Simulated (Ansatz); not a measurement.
OsO₄. Total charge 0; singlet. Geometry PBE0-D4/def2-SVP, basis def2-TZVP, Ansatz.

```tsv
run	HOMO (eV)	LUMO (eV)
A	-10.85	-4.31
B	-10.56	-4.22
C	-9.95	-4.63
D	-9.24	-4.99
E	-8.95	-4.73
F	-13.25	-2.10
```

In the def2 sets Os takes a core potential; there is no spin–orbit coupling. LC-ωPBE has ω = 0.4 bohr⁻¹.

Task: The runs used LC-ωPBE, LDA (SPW92), PBE, PBE0, r2SCAN0, r2SCANh. Estimate which is which.

Result: A r2SCAN0 (25 % exact exchange); B PBE0 (25 % exact exchange); C r2SCANh (10 % exact exchange); D LDA (SPW92) (0 % exact exchange); E PBE (0 % exact exchange); F LC-ωPBE (range-separated). Exact exchange lowers occupied and raises empty levels; among semilocal functionals meta-GGAs tend to open the gap a little, and such runs are hard to tell apart. The gap grows from 4.22 eV (PBE) to 11.15 eV (LC-ωPBE). The restricted singlet is unstable towards broken spin symmetry in Hartree–Fock (as tested in another run); at r2SCAN0-D4/def2-TZVP, PBE0-D4/def2-TZVP, r2SCANh-D4/def2-TZVP, LDA (SPW92)/def2-TZVP and others this wasn't settled.
